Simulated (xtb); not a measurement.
Cd(Me)(SiH3) (CH₆CdSi), SMILES [CH3][Cd][SiH3]. All values are semi-empirical tight-binding results from xtb (GFN2-xTB unless named), good for trends rather than for accurate numbers. The structure is a stationary point at GFN2-xTB. The structure was generated by enumeration; whether it is a known compound was not checked.

Optimised geometry:

```xyz
9

Cd    -0.0232     0.2747    -0.1875
C     -0.3507     2.0739    -1.4855
H     -1.1549     2.7043    -1.0995
H     -0.6256     1.7896    -2.5037
H      0.5409     2.6998    -1.5567
Si     0.2513    -1.8411     1.2945
H      0.2743    -3.1218     0.5510
H     -0.8234    -2.0388     2.2947
H      1.4905    -1.8873     2.1040
```

The geometry has at least one imaginary mode, so it is a saddle point at that level.

For metal compounds this method's bond lengths and energies can be far off.

- orbital gap = 3.67 eV

Computed atomic charges and the Wiberg bond orders between heavy atoms:
charges (e) Cd1 0.25, C2 -0.24, H3 0.02, H4 0.02, H5 0.02, Si6 0.31, H7 -0.12, H8 -0.12, H9 -0.12. Bond orders Cd1–C2 0.68, Cd1–Si6 0.70, C2–Si6 0.31.
